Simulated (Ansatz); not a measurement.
Task: Name a neutral molecule of C, Cl, S, Si and H with HOMO–LUMO gap (B3LYP/def2-TZVPP) between 7.15 and 7.45 eV and size of the dipole moment (ωB97M-V/def2-TZVPP) between 1.00 and 1.30 D (Ansatz, PBE0-D4/def2-TZVP geometry).

Result: `C[SiH2]S[SiH](C)Cl` (7.30 eV, 1.14 D). Other molecules can fit too; these were computed, each in one conformer that needn't be the lowest.

B3LYP here is the variant with VWN-RPA as its local correlation; programs differ in this.
